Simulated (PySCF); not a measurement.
C3H5BF2.

```xyz
11

C      1.4313     1.2190     0.0000
C      0.1676     0.7571     0.0000
C     -1.0342     1.6686     0.0000
B     -0.0567    -0.7815     0.0000
F     -1.2787    -1.2979     0.0000
F      0.9497    -1.6453     0.0000
H      1.6574     2.2917     0.0000
H      2.2861     0.5365     0.0000
H     -1.6714     1.4844    -0.8814
H     -1.6714     1.4844     0.8814
H     -0.7448     2.7305     0.0000
```
Charge 0, spin multiplicity 1.

Geometry optimised at B3LYP-D3(BJ)/def2-SVP. Other conformers were not sampled.

The numbers are results of PySCF with PBE0/pcSseg-1, not measurements. Non-relativistic, no solvent.

Computed absolute GIAO shielding of each atom: isotropic value and principal components (ppm):
```
atom  σ(iso)    σ11    σ22    σ33   span
----  ------  -----  -----  -----  -----
C1      35.0  -93.0   48.4  149.7  242.8
C2      42.0  -73.3   26.1  173.2  246.5
C3     160.8  149.4  149.7  183.3   33.9
B4      76.8   66.7   79.0   84.8   18.1
F5     255.9   93.3  297.1  377.2  283.9
F6     266.4  100.5  315.6  383.0  282.5
H7      24.9   21.2   24.7   28.7    7.4
H8      24.7   21.3   23.8   29.0    7.7
H9      29.2   25.5   27.7   34.4    9.0
H10     29.2   25.5   27.7   34.4    9.0
H11     29.5   25.9   28.3   34.3    8.4
```
